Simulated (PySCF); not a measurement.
```xyz
3
charge 0 multiplicity 3, angstrom
Pt    0.0000    0.0000   -0.2591
S     1.8415    0.0000    0.7817
S    -1.8415    0.0000    0.7817
```

These are results of UPBE0/[Pt def2-SVP with ECP60, S def2-SVP], scalar-relativistic core potentials, density fitting, no spin–orbit coupling, PySCF, not measurements.

This geometry of PtS2 is a stationary point at this level.

What is the point group?

C2v.

Is it a minimum?

Yes: all harmonic wavenumbers are real.

Give the atomic charges and bond orders.


| atom | Mulliken | Löwdin | polar tensor | spin (Mulliken) | Mayer order to Pt1 |
| --- | --- | --- | --- | --- | --- |
| Pt1 | 0.16 | -0.57 | 0.29 | 0.45 | – |
| S2,3 | -0.08 | 0.28 | -0.14 | 0.78 | 1.62 |
Other Mayer orders above 0.3: S–S 0.46.

Give the ideal-gas entropy at 298.15 K and 1 bar by parts.

translation 178.2, rotation 104.8, vibration 20.3, spin 9.1; total 312.4 J/(mol K).

The spin densities have lower symmetry than the nuclear frame, so modes carry no symmetry labels. Only a few start shapes were tried, so a lower isomer may exist. With open d or f shells other occupations or spin states may lie lower. With an element this heavy the missing spin–orbit coupling can shift these numbers.
